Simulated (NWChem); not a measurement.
Species: CH₆ClNSi; SMILES [SiH2](Cl)CN

```xyz
10

N     -0.1004     2.6138     0.0000
C     -0.7140     1.2908     0.0000
Si     0.5855    -0.0778     0.0000
Cl    -0.2487    -1.9829     0.0000
H      0.4871     2.7565     0.8191
H      0.4871     2.7565    -0.8191
H     -1.3760     1.1893    -0.8762
H     -1.3760     1.1893     0.8762
H      1.4464     0.0565     1.2127
H      1.4464     0.0565    -1.2127
```
Atoms are numbered in this order, from 1.

Level: PBE0/def2-SVP (NWChem), optimised geometry, unscaled harmonic frequencies. 

```
frequency (cm⁻¹)  IR intensity (km/mol)
----------------  ---------------------
97                                  0.6
117                                 4.8
275                                 2.0
286                                60.7
475                                 5.5
549                                76.8
682                                12.1
714                                77.7
818                               223.0
826                                23.6
875                               224.7
949                                91.4
1077                               11.3
1105                                4.3
1261                                0.3
1359                                0.0
1424                                5.7
1635                               21.4
2233                               81.4
2239                              127.9
3068                                9.9
3127                                4.0
3542                                2.9
3631                                5.9
```

- zero-point energy: 46.2 kcal/mol
- thermal correction to the enthalpy at 298.15 K (with zero-point energy): 50.7 kcal/mol
- heat capacity Cv: 20.6 cal/(mol K)
- entropy at 298.15 K and 1 atm (symmetry number 1): 78.3 cal/(mol K)
- dipole moment: 1.67 D

Rigid rotor and harmonic oscillator; modes under 100 cm⁻¹ make the entropy uncertain.
